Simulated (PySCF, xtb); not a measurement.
Si(Br)(Me)(OH)2 (CH5BrO2Si), SMILES Br[Si](O)(C)O. One conformer was computed; it need not be the lowest.

Harmonic wavenumbers (cm⁻¹) from xtb with GFN2-xTB at its own minimum, in rising order: 91, 139, 163, 200, 221, 240, 280, 300, 404, 738, 771, 793, 825, 838, 919, 972, 1389, 1475, 1479, 3032, 3048, 3055, 3658, 3689.

Problem. What does B3LYP-D3(BJ)/def2-SVP run with PySCF 2.14.0 give at its own minimum? (An estimate is asked for; the answer gives what the named calculation found.)

Solution. 98, 137, 178, 191, 235, 249, 278, 348, 416, 700, 761, 778, 819, 838, 915, 969, 1282, 1426, 1428, 3041, 3136, 3145, 3870, 3882. Paired by order, the mean absolute difference is 41 cm⁻¹ and the zero-point energies are 41.1 and 41.6 kcal/mol.
